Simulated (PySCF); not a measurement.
fluoro(fluorosilyl)silane (F2H4Si2), SMILES [SiH2](F)[SiH2]F. Atoms are numbered in the order given.

```xyz
8

Si    -1.1316     0.3104     0.4050
F     -1.8943    -0.4089    -0.8461
Si     1.1316    -0.3104     0.4050
F      1.8943     0.4089    -0.8461
H     -1.2933     1.7872     0.2719
H     -1.7754    -0.1458     1.6735
H      1.2933    -1.7872     0.2719
H      1.7754     0.1458     1.6735
```

Geometry: r2SCAN-D4/def2-SVP. One conformer was computed; it need not be the lowest.

Computed with KT2/pcSseg-1 (PySCF).

GIAO shieldings, no solvent; atoms listed in one row are averaged. δ = σ(ref) − σ: ²⁹Si against TMS (σ = 361.9 ppm); ¹⁹F against CFCl3 (σ = 127.1 ppm); ¹H against TMS (σ = 31.47 ppm), references at their B3LYP-D3(BJ)/def2-TZVP geometries, non-relativistic.

Computed chemical shifts:
```
nucleus     atoms  count  δ (ppm)
-------  --------  -----  -------
²⁹Si     Si1, Si3      2     10.0
¹⁹F        F2, F4      2   -301.8
¹H         H5, H7      2     6.19
¹H         H6, H8      2     5.80
```
